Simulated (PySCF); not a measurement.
# Two-component Hartree-Fock for P⁺ (phosphorus, charge +1)

Start: [Ne] 3s2 3p2; 3p1/2 filled at m_j = -1/2, +1/2. Calculated with PySCF 2.14 in x2c-SVPall-2c (4s4p1d, 21 functions): generalised Hartree-Fock with the X2C-1e Hamiltonian and a Gaussian nucleus; one run each with spin-orbit coupling (SO) switched off, then screened by Boettger's factors.

| spinor shell | electrons | ε, spin-free (eV) | ε, screened SO (eV) | weight of nominal j (screened SO) | rms radius, screened SO (bohr) |
| --- | --- | --- | --- | --- | --- |
| 1s1/2 | 2 | -2192.1 | -2192.1 | 1.000 | 0.120 |
| 2s1/2 | 2 | -216.28 | -216.27 | 1.000 | 0.560 |
| 2p1/2 | 2 | -157.90 | -158.93 | 0.832 | 0.537 |
| 2p3/2 | 4 | -157.90 | -157.37 | 0.916 | 0.541 |
| 3s1/2 | 2 | -28.232 | -28.227 | 0.999 | 1.99 |
| 3p1/2 | 2 | -19.622 | -19.631 | 0.514 | 2.34 |

```json
{"quantity": "E (hartree)", "spin-free": "-341.03490", "screened SO": "-341.03596"}
{"quantity": "M_J", "spin-free": "0", "screened SO": "0"}
{"quantity": "⟨J²⟩", "spin-free": "2.009", "screened SO": "1.930"}
{"quantity": "⟨L²⟩", "spin-free": "2.007", "screened SO": "2.007"}
{"quantity": "⟨S²⟩", "spin-free": "2.002", "screened SO": "2.002"}
```

The determinant has a definite M_J but mixes levels of different J.

Each row is a mean over spinors that exchange with the open shell spreads, by up to 5.456 eV (3s1/2).

Rows whose weight is well below 1 are mixtures of j = l ± 1/2: exchange outweighs spin-orbit coupling there, and the label is only the starting occupation.

Without spin-orbit coupling the j labels of p, d and f shells carry no meaning; the spin-free column gives the mean over the occupied spinors of each nl shell.
